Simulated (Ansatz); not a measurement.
Basis sets compared for the cluster Sn₅H₇⁺. Total charge 1; singlet. Geometry PBE-D4/def2-SVP. Ansatz on 4 threads of Arm Neoverse V2 on a shared host; times are rough, and most runs start from earlier orbitals.

```xyz
12

Sn   -0.1613    0.1989   -1.3185
Sn   -2.5864   -0.9725   -0.4075
Sn    1.9172   -1.2846    0.3679
Sn    1.0911    2.1708    0.1619
Sn    2.0779    0.9569    2.6683
H    -3.4440   -1.4999   -1.7981
H     1.0135   -0.5772    1.9909
H    -2.1349   -2.2813    0.6176
H     2.4557    2.7202   -0.8005
H     0.1418    0.1227   -3.0241
H     3.0310    0.1918    1.0651
H    -3.4017    0.2542    0.4768
```

In the def2 sets Sn takes a core potential; there is no spin–orbit coupling. The restricted singlet is unstable towards broken spin symmetry in Hartree–Fock (as tested in another run); at PBE-D4/def2-SVP, PBE-D4/def2-TZVP, PBE0-D4/def2-SVP, PBE0-D4/def2-TZVP this wasn't settled. The structure comes from a short search, and lower isomers may exist.

```
           level  functions  energy (Eh)  HOMO (eV)  LUMO (eV)  wall time
 PBE-D4/def2-SVP        165   -1075.4843      -9.36      -7.47      2.5 s
PBE0-D4/def2-SVP        165   -1075.5257     -10.06      -6.87        5 s
```

(1) Estimate the rows for PBE-D4/def2-TZVP (with forces), PBE0-D4/def2-TZVP.

Results:

(1) 
```tsv
level	functions	energy (Eh)	HOMO (eV)	LUMO (eV)	wall time
PBE-D4/def2-TZVP (with forces)	292	-1075.5245	-9.34	-7.45	6.5 s
PBE0-D4/def2-TZVP	292	-1075.5624	-10.03	-6.84	15 s
```
